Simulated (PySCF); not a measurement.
propoxymethylsilane (C4H12OSi), SMILES CCCOC[SiH3]. Atoms are numbered in the order given.

```xyz
18

C     -2.7027    -0.3351     0.9818
C     -2.2694    -0.9050    -0.3678
C     -1.1469    -0.1125    -1.0182
O     -0.0090    -0.1538    -0.1853
C      1.0851     0.5967    -0.6584
Si     2.5143     0.4112     0.5795
H     -1.8502    -0.3013     1.6760
H     -3.4972    -0.9448     1.4396
H     -3.0876     0.6930     0.8736
H     -1.9303    -1.9482    -0.2468
H     -3.1215    -0.9298    -1.0691
H     -1.4612     0.9418    -1.1771
H     -0.9024    -0.5297    -2.0175
H      0.8216     1.6705    -0.7741
H      1.4105     0.2521    -1.6641
H      2.0990     0.9134     1.9195
H      2.9159    -1.0195     0.6904
H      3.6786     1.2114     0.0940
```

The structure is a stationary point at B3LYP-D3(BJ)/def2-SVP. One conformer was computed; it need not be the lowest.

Calculation: SMD-B3LYP/6-31G* (PySCF).

Solvation free energies are E(SMD) − E(gas) at the gas-phase geometry, for 1 M in both phases. In vacuum the dipole moment is 1.40 D.

| solvent | ΔG(solv) (kcal/mol) | its non-electrostatic (CDS) part | dipole (D) |
|---|---|---|---|
| water | (withheld) | (withheld) | (withheld) |
| ethanol | -3.7 | -0.7 | 2.08 |
| chlorobenzene | -3.3 | -1.8 | 1.81 |

### Question
Complete the blanks. (Estimate from the structure and the level; the computed values follow.)

### Answer

- water, ΔG(solv) (kcal/mol): 0.7
- water, its non-electrostatic (CDS) part: 4.2
- water, dipole (D): 2.16
